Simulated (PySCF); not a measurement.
## Electron correlation in O+ (oxygen, charge +1)

[He] 2s2 2p2 3s1, high-spin 4P determinant (an excited configuration). All numbers are calculated (PySCF 2.14, scalar relativity by spin-free X2C-1e, in aug-cc-pCVTZ-DK). Frozen: 1s2; 5 electrons correlated.

MP2 pair energies summed by pair of shells (mhartree):

```csv
pair,energy,share (%)
2s-2p,-46.79,53.2
2s-2s,-22.49,25.6
2p-2p,-7.83,8.9
2s-3s,-7.21,8.2
2p-3s,-3.58,4.1
```

Total MP2 correlation energy: -87.91 mhartree.

Same-spin part -18.31 and opposite-spin part -69.60 mhartree; SCS-MP2 scales them by 1/3 and 6/5 to -89.62 mhartree.
